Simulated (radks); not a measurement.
Results of a calculation; reference values are marked as such.
Pt4+, configuration [Xe] 4f14 5d6.

Level of theory: scalar-relativistic Kohn-Sham, PBEsol, spin-unpolarised, spherical densities, point nucleus (a radial shooting solver on a logarithmic mesh with Libxc functionals).

Energy parts (hartree):
| part | energy |
|---|---|
| total | -18404.4270 |
| kinetic | 20530.3431 |
| electron-nucleus | -45607.1609 |
| Hartree | 7019.7291 |
| exchange-correlation | -347.3384 |

Orbitals (lengths in bohr, moments of r in powers of bohr):
orbital  occ.  eigenvalue (hartree)      <r>
1s          2             -2883.466  0.01715
2s          2             -508.1257  0.07236
2p          6             -440.6164  0.06524
3s          2             -120.7980   0.1871
3p          6             -101.1431   0.1882
3d         10             -79.83737   0.1705
4s          2             -27.43070   0.4151
4p          6             -20.98528   0.4420
4d         10             -13.16301   0.4682
5s          2              -5.60877   0.9456
4f         14              -4.46772   0.5151
5p          6              -3.89750    1.084
5d          6              -1.93892    1.428

The highest occupied level is 5d at -52.761 eV. The density falls to 0.001 e/bohr^3 at r = 3.13 bohr. For comparison, the ionisation energy in NIST's Atomic Spectra Database is 56 eV (theoretical). In exact Kohn-Sham theory the highest level is minus the ionisation energy, but local and semilocal functionals leave it too shallow, through self-interaction and a potential that decays too fast; potentials with the right tail come closer. Summed over all electrons, <r^2> = 33.47 bohr^2, which gives a Langevin (diamagnetic) susceptibility term of -26.5 x 10^-6 cm^3/mol.

Beside tabulated values, note that spin-unpolarised runs miss the spin-polarisation part of the exchange energy of open shells.
